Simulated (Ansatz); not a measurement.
Gas-phase electronic energies from Ansatz, PBE0-D4/def2-TZVP geometries. CBS: MP2 limit from def2 TZ/QZ plus the TZ coupled-cluster correction, frozen cores. DFT in def2-TZVPP. B3LYP here is the variant with VWN-RPA as its local correlation; programs differ in this. For Se outer-core shells are correlated without core-valence functions, which leaves a few kJ/mol of doubt a bond. Scalar relativity is left out up to krypton. One conformer a species, not always the lowest.

Consider the formal exchange of groups at the Se–C bond: `C=C/N=C\[SeH]` + `COCF` → `COC(F)[SeH]` + `C=CN=C`.

```csv
level,ΔE (kJ/mol),difference from CCSD(T)/CBS
PBE0-D4,32.1,4.9
B3LYP-D4,30.9,3.7
ωB97X-V,26.0,-1.2
ωB97M-V,24.8,-2.4
B2PLYP,29.2,2.0
r2SCAN,33.5,6.3
PBE0,29.8,2.6
HF/def2-TZVPP,16.5,-10.7
SCS-MP2/def2-TZVPP,30.3,3.1
CCSD/def2-TZVPP,24.7,-2.5
CCSD(T)/def2-TZVPP,26.9,-0.3
MP2/def2-QZVPP,34.7,7.5
SCS-MP2/def2-QZVPP,30.6,3.4
HF/CBS(def2),16.7,-10.5
MP2/CBS(def2),34.7,7.5
CCSD/CBS(def2),25.0,-2.2
CCSD(T)/CBS,27.2,0
```

Largest T1 diagnostic among the species: 0.013.

From PBE to PBE0 (25 % exact exchange), in def2-TZVPP and without D4, ΔE moves by −3.4 kJ/mol. In def2-TZVPP, CCSD(T) changes the Hartree–Fock value by +10.5 kJ/mol (the triples alone add +2.2 kJ/mol) and MP2 by +17.9 kJ/mol. The D4 term adds +4.5 kJ/mol with B3LYP and +2.3 kJ/mol with PBE0; it sums over pairs of atoms, weighted by their polarisabilities, and B3LYP, whose exchange is more repulsive, gets the larger term.
